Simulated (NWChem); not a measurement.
**Lowest excitation of H3O2Sb**

SMILES: [OH][SbH][OH]
```xyz
6

Sb    -0.0768    -0.1563     0.2950
H     -1.0442    -1.3107    -0.5515
O      1.3885    -0.4584    -1.0240
H      2.1920    -0.0159    -0.7243
O     -0.9045     1.4560    -0.5157
H     -1.1015     1.3188    -1.4511
```
Charge 0, spin multiplicity 1.

The numbers come from NWChem runs, not from measurements. All single points use one geometry, from PBE0/def2-SVP with def2 effective core potentials on Sb, a minimum by its harmonic frequencies. It is one conformer; others weren't searched.

Basis set: def2-SVP.

```csv
method,lowest vertical singlet excitation energy (eV),relative cost,difference from EOM-CCSD
TD-B3LYP,5.66,3,-0.43
TD-PBE,5.34,under 3,-0.75
EOM-CCSD,6.09,9,0.00
CIS,6.52,under 3,+0.43
TD-LDA (SVWN5),5.30,1,-0.79
```

The values span 1.22 eV, from TD-LDA (SVWN5) (lowest) to CIS (highest). Costs are rough ratios of processor time within this set of runs, SCF included, with TD-LDA (SVWN5) as 1.

Effective core potentials replace the inner electrons of Sb; spin-orbit coupling is left out. The correlated methods keep 6 core orbitals frozen. B3LYP has NWChem's definition, with VWN1-RPA local correlation. The structure started from a generated list of species. Coupled-cluster values serve here as a point of comparison, not as the truth.
